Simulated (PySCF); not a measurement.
Computed IR spectrum (relative IR intensity) of a molecule C2H6GeO2. Coordinates come from a r2SCAN-D4/def2-SVP optimisation. One conformer was computed; it need not be the lowest. Level of theory: r2SCAN-D4/def2-SVP (PySCF). Frequencies are harmonic and unscaled.

Lines under 2 % of the strongest are left out, and lines within 2 cm⁻¹ are merged.

```tsv
ν (cm⁻¹)	relative intensity
220	12
301	50
389	9.9
562	19
670	6.2
706	6.6
715	3.4
721	50
809	55
823	20
845	21
910	45
968	7.2
1003	24
1203	100
1333	7.1
1401	6.3
1707	85
2186	27
2204	44
3095	8.8
3845	31
```

**Question.** Which molecule gave these data?
A. O=C(O)[CH2][GeH3]
B. C[C](=O)[GeH2][OH]
C. C1O[CH2][GeH2][O]1
D. C=C[O][GeH2][OH]

**Answer.** D, C=C[O][GeH2][OH]
